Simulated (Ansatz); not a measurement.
```xyz
2

P     0.0000    0.0000   -1.0211
P     0.0000    0.0000    1.0211
```

Basis set: 6-31G* (spherical functions). Frozen core: 10 orbitals. Charge 0, multiplicity 1.

Computed with Ansatz (development build ahead of 0.2.0); each method stands on the lowest determinant of its kind that the runs found. Restricted open shells among the atoms or ions are ROHF, correlated in semicanonical orbitals with singles.

Question: Give the atomization energy at this shape (free ground-state atoms in the same class of orbitals less the molecule, no zero-point energy) of singlet P₂ by RHF-MP2, RHF.

Answer:

```json
{"method": "RHF-MP2", "atomization energy": "3.89 eV"}
{"method": "RHF", "atomization energy": "0.60 eV"}
```

Caution: in another basis set an unrestricted determinant lies well below.
